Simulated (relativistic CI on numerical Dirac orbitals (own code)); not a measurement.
# Line list: Forbidden lines, Os XIX

Method of calculation: Dirac-Coulomb-Breit CI, KLI orbitals optimised for each configuration, a model potential for QED, unscaled Slater integrals (own radial code, finite nucleus).

Configuration list (outside the closed core [Ar] 3d10 4s2): 4p⁶4d¹⁰4f¹², 4p⁶4d¹⁰4f¹¹5s, 4p⁶4d¹⁰4f¹⁰5s5p, 4p⁶4d¹⁰4f¹¹5p, 4p⁶4d⁹4f¹³, 4p⁶4d¹⁰4f¹¹5d, 4p⁶4d¹⁰4f¹¹6s, 4p⁶4d¹⁰4f¹¹5f, 4p⁶4d¹⁰4f¹¹6p, 4p⁶4d⁹4f¹²5s, 4p⁵4d¹⁰4f¹³, 4p⁶4d¹⁰4f¹¹6d, 4p⁶4d¹⁰4f¹¹5g, 4p⁶4d⁹4f¹²5p, 4p⁶4d¹⁰4f¹¹7s, 4p⁶4d¹⁰4f¹¹6g, 4p⁶4d¹⁰4f¹¹7d, 4p⁵4d¹⁰4f¹²5s. Double excitations out of closed p, d and f shells are left out; levels of such configurations are missing from the list, as are those of other unlisted configurations, and high levels can miss mixing partners.

```csv
λ vac (Å),Lower,Upper,Type,A (s⁻¹),log gf
1306.0,4p⁶4d¹⁰4f¹² ³P1 [13],4p⁶4d¹⁰4f¹² ¹S0 [60],M1,2.26e+03,-6.24
1407.2,4p⁶4d¹⁰4f¹² ³H6 [1],4p⁶4d¹⁰4f¹² ¹I6 [11],M1,1.48e+02,-6.24
1448.2,4p⁶4d¹⁰4f¹¹5s ⁵I°6 [14],4p⁶4d¹⁰4f¹¹5s ³I°6 [57],M1,4.73e+01,-6.71
1576.1,4p⁶4d¹⁰4f¹¹5s ⁵I°8 [8],4p⁶4d¹⁰4f¹¹5s ³K°8 [32],M1,3.55e+02,-5.65
1760.6,4p⁶4d¹⁰4f¹¹5s ³H°6 [20],4p⁶4d¹⁰4f¹¹5s ³I°6 [57],M1,5.12e+01,-6.51
1770.9,4p⁶4d¹⁰4f¹¹5s ⁵I°7 [10],4p⁶4d¹⁰4f¹¹5s ³K°7 [37],M1,2.56e+02,-5.74
1834.0,4p⁶4d¹⁰4f¹¹5s ⁵I°7 [10],4p⁶4d¹⁰4f¹¹5s ³H°6 [35],M1,1.08e+02,-6.15
1838.7,4p⁶4d¹⁰4f¹¹5s ⁵I°6 [14],4p⁶4d¹⁰4f¹¹5s ³K°6 [42],M1,4.25e+01,-6.55
1977.7,4p⁶4d¹⁰4f¹² ³F3 [6],4p⁶4d¹⁰4f¹² ³P2 [15],M1,3.12e+02,-6.04
1978.9,4p⁶4d¹⁰4f¹¹5s ⁵I°5 [16],4p⁶4d¹⁰4f¹¹5s ³G°4 [43],M1,6.25e+01,-6.48
2007.9,4p⁶4d¹⁰4f¹² ³H5 [3],4p⁶4d¹⁰4f¹² ¹I6 [11],M1,3.74e+01,-6.53
2147.5,4p⁶4d¹⁰4f¹² ³F2 [5],4p⁶4d¹⁰4f¹² ³P1 [13],M1,9.31e+01,-6.71
2213.9,4p⁶4d¹⁰4f¹¹5s ³K°7 [37],4p⁶4d¹⁰4f¹¹5s ³L°7 [75],M1,2.15e+02,-5.62
2301.0,4p⁶4d¹⁰4f¹¹5s ⁵I°6 [14],4p⁶4d¹⁰4f¹¹5s ³K°7 [37],M1,3.65e+01,-6.36
2608.5,4p⁶4d¹⁰4f¹¹5s ⁵I°6 [14],4p⁶4d¹⁰4f¹¹5s ⁵G°5 [30],M1,1.66e+02,-5.73
2740.9,4p⁶4d¹⁰4f¹¹5s ³I°7 [17],4p⁶4d¹⁰4f¹¹5s ³H°6 [35],M1,3.68e+02,-5.27
2889.3,4p⁶4d¹⁰4f¹¹5s ³I°7 [17],4p⁶4d¹⁰4f¹¹5s ³K°8 [32],M1,4.04e+01,-6.07
2958.5,4p⁶4d¹⁰4f¹¹5s ⁵I°5 [18],4p⁶4d¹⁰4f¹¹5s ⁵G°4 [36],M1,8.11e+01,-6.02
2967.3,4p⁶4d¹⁰4f¹¹5s ³H°6 [35],4p⁶4d¹⁰4f¹¹5s ¹H°5 [62],M1,4.02e+02,-5.23
3200.1,4p⁶4d¹⁰4f¹¹5s ⁵I°4 [19],4p⁶4d¹⁰4f¹¹5s ³G°3 [33],M1,1.22e+02,-5.88
3288.7,4p⁶4d¹⁰4f¹¹5s ⁵F°3 [26],4p⁶4d¹⁰4f¹¹5s ³F°2 [48],M1,1.76e+02,-5.85
3404.0,4p⁶4d¹⁰4f¹¹5s ⁵I°6 [14],4p⁶4d¹⁰4f¹¹5s ³H°5 [28],M1,2.39e+02,-5.34
3467.7,4p⁶4d¹⁰4f¹¹5s ⁵I°8 [8],4p⁶4d¹⁰4f¹¹5s ³I°7 [17],M1,2.79e+02,-5.12
3496.1,4p⁶4d¹⁰4f¹² ³H5 [3],4p⁶4d¹⁰4f¹² ³H4 [7],M1,3.61e+02,-5.23
3604.3,4p⁶4d¹⁰4f¹² ³F2 [5],4p⁶4d¹⁰4f¹² ³P2 [9],M1,1.53e+02,-5.83
3684.7,4p⁶4d¹⁰4f¹¹5s ⁵F°4 [22],4p⁶4d¹⁰4f¹¹5s ³F°4 [39],M1,1.84e+02,-5.47
3700.9,4p⁶4d¹⁰4f¹¹5s ⁵I°5 [16],4p⁶4d¹⁰4f¹¹5s ⁵F°4 [29],M1,1.74e+02,-5.49
3773.8,4p⁶4d¹⁰4f¹² ³F3 [6],4p⁶4d¹⁰4f¹² ³P2 [9],M1,1.92e+02,-5.69
3833.6,4p⁶4d¹⁰4f¹¹5s ³H°6 [20],4p⁶4d¹⁰4f¹¹5s ⁵G°5 [30],M1,6.43e+01,-5.81
3938.4,4p⁶4d¹⁰4f¹¹5s ³H°5 [28],4p⁶4d¹⁰4f¹¹5s ³G°4 [43],M1,1.25e+02,-5.58
3958.7,4p⁶4d¹⁰4f¹¹5s ⁵I°7 [10],4p⁶4d¹⁰4f¹¹5s ³H°6 [20],M1,1.23e+02,-5.42
4082.3,4p⁶4d¹⁰4f¹¹5s ⁵S°2 [21],4p⁶4d¹⁰4f¹¹5s ³F°2 [34],M1,1.15e+02,-5.84
4155.3,4p⁶4d¹⁰4f¹² ³P2 [9],4p⁶4d¹⁰4f¹² ³P2 [15],M1,1.83e+02,-5.63
4231.8,4p⁶4d¹⁰4f¹² ³F4 [2],4p⁶4d¹⁰4f¹² ³F3 [6],M1,2.00e+02,-5.43
4455.0,4p⁶4d¹⁰4f¹¹5s ³I°7 [17],4p⁶4d¹⁰4f¹¹5s ³I°6 [25],M1,2.05e+02,-5.10
4692.8,4p⁶4d¹⁰4f¹¹5s ⁵I°5 [18],4p⁶4d¹⁰4f¹¹5s ³H°5 [28],M1,6.66e+01,-5.62
4704.2,4p⁶4d¹⁰4f¹² ³H6 [1],4p⁶4d¹⁰4f¹² ³H5 [3],M1,2.51e+02,-5.04
4708.5,4p⁶4d¹⁰4f¹¹5s ⁵I°5 [16],4p⁶4d¹⁰4f¹¹5s ¹H°5 [24],M1,5.53e+01,-5.69
5008.0,4p⁶4d¹⁰4f¹² ³F4 [2],4p⁶4d¹⁰4f¹² ³H4 [4],M1,9.05e+01,-5.51
5011.9,4p⁶4d¹⁰4f¹² ³H4 [4],4p⁶4d¹⁰4f¹² ³H4 [7],M1,7.74e+01,-5.58
5762.7,4p⁶4d¹⁰4f¹¹5s ³H°5 [28],4p⁶4d¹⁰4f¹¹5s ³F°4 [39],M1,1.28e+02,-5.24
5839.0,4p⁶4d¹⁰4f¹¹5s ³H°6 [20],4p⁶4d¹⁰4f¹¹5s ³H°5 [28],M1,1.22e+02,-5.16
7686.6,4p⁶4d¹⁰4f¹¹5s ⁵I°7 [10],4p⁶4d¹⁰4f¹¹5s ⁵I°6 [14],M1,1.19e+02,-4.86
8678.6,4p⁶4d¹⁰4f¹¹5s ⁵I°5 [18],4p⁶4d¹⁰4f¹¹5s ⁵F°4 [22],M1,5.55e+01,-5.25
9261.8,4p⁶4d¹⁰4f¹¹5s ⁵I°8 [8],4p⁶4d¹⁰4f¹¹5s ⁵I°7 [10],M1,4.18e+01,-5.09
```

Terms are leading LS components. Brackets give the number of a level in order of energy, since labels repeat. The list gives strong lines, with weight on those to low levels, among the lowest 400 of 5825 levels, so that lines to higher ones, which can be the strongest, are missing. Levels whose partners in the same complex of configurations lie outside the list can be far off, and so can their lines. Rates are taken at the computed energies, electric ones in the length gauge.

At this charge transitions that keep the count of f electrons are usually good to a few per cent. Terms inside the open d or f shell come out 10 to 20 % too wide with unscaled integrals. Levels that differ in their count of f electrons can be misplaced by several ten thousand cm⁻¹, since the correlation energy of f electrons is missing or only estimated; rates across such gaps can be off by orders of magnitude.

LS names give the leading component of a level, which can be under half, so a name can repeat, a term be missing and a line seem to break the LS rules.
